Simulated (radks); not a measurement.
Q: The mean radii <r> (bohr) of the occupied orbitals of an atom or ion are listed with their occupations. Method: non-relativistic Kohn-Sham, PBE, spin-polarised, spherical densities, point nucleus; computed with a radial shooting solver on a logarithmic mesh with Libxc functionals.

orbital  occ.      <r>
1s down     1  0.02020
1s up       1  0.02020
2s up       1  0.08527
2s down     1  0.08527
2p up       3  0.07211
2p down     3  0.07211
3s up       1   0.2163
3s down     1   0.2163
3p up       3   0.2064
3p down     3   0.2064
3d up       5   0.1809
3d down     5   0.1809
4s up       1   0.4811
4s down     1   0.4811
4p up       3   0.4876
4p down     3   0.4876
4d up       5   0.5024
4d down     5   0.5022
5s up       1    1.141
5s down     1    1.133
4f up       7   0.5654
4f down     7   0.5619
5p up       3    1.259
5p down     3    1.250
5d up       5    1.824
6s up       1    3.333
6s down     1    3.647

Name the element and its charge. Open shells, if any, are filled with parallel spins first.

A: Z = 75, rhenium, charge 0: Re in [Xe] 4f14 5d5 6s2. The 1s radius gives Z: for a bare nucleus <r> = 1.5/Z, 0.02 bohr for Z = 75, and screening makes it slightly larger (0.02020 here). The occupations add up to 75, and the charge is Z minus that.
